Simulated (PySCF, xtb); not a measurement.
SbH2Cl, SMILES [SbH2][Cl].

GFN2-xTB (xtb) at its own geometry gives an orbital gap of 4.33 eV and a dipole moment of 2.82 D.

Geometry optimised at PBE0-D3(BJ)/def2-TZVP. The def2 effective core potentials stand for the cores of Sb; spin–orbit coupling is left out.

What does PBE0/def2-TZVPD (PySCF) give? (Estimate from the structure and the level; the computed values follow.)

gap 5.94 eV (levels -7.72 and -1.78 eV), dipole 2.40 D.
